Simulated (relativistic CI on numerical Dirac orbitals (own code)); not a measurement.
# Ho3+ (4f10) in a crystal field

Calculated by Dirac-Coulomb-Breit CI, KLI orbitals optimised for each configuration, model QED, valence Slater integrals scaled by 0.75, one configuration in a parametric crystal field (own radial code).

Field parameters in Wybourne normalisation; cubic f-shell fields have B⁴₄ = √(5/14) B⁴₀ and B⁶₄ = −√(7/2) B⁶₀. The field is a parameter set, without covalency.

S is read from ⟨S²⟩ = S(S + 1).

Levels (cm⁻¹, degeneracy): 0 (2), 12 (3), 49 (1), 208 (3), 252 (3), 283 (2), 286 (3), 5216 (3), 5220 (3), 5318 (1), 5331 (3), 5340 (2).

(1) Which field gives this pattern?
A. Oh, B40 = -1740, B60 = 310 cm⁻¹
B. Oh, B40 = -1310, B60 = 230 cm⁻¹
C. Oh, B40 = 1550, B60 = 210 cm⁻¹

## Answers

(1) C. Oh, B40 = 1550, B60 = 210 cm⁻¹, ground level with S = 1.93.
